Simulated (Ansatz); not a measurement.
Input file:

```yaml
crystal:
  periodic: [false, false, false]
  atoms:
    - { symbol: Si, position_ang: [-0.54887, 1.07539, 0.34002] }
    - { symbol: O, position_ang: [-0.02411, -0.41025, -0.02327] }
    - { symbol: Zn, position_ang: [1.12381, -1.52803, -0.65416] }
    - { symbol: Cl, position_ang: [1.54785, -3.51039, -0.98435] }
    - { symbol: H, position_ang: [-0.60497, 1.87906, -0.88606] }
    - { symbol: H, position_ang: [0.37463, 1.69162, 1.29883] }
    - { symbol: H, position_ang: [-1.86834, 0.8026, 0.909] }
basis:
  gaussian: { orbitals: def2-SVP }
hamiltonian:
  xc: revpbe
relax:
  f_tol: 0.015
  max_steps: 40
```

Command:

```bash
$ ansatz run input.yaml --threads 2 --pin off --max-ram 3072MiB --backend cpu --events-out ev --progress --plain --runs-dir out
```

Hardware: 2 threads of Arm Neoverse V1, on a shared host.

Roughly how long does this run take, and how much memory?

26 s, with a peak of 0.15 GiB, for 13 ionic steps.
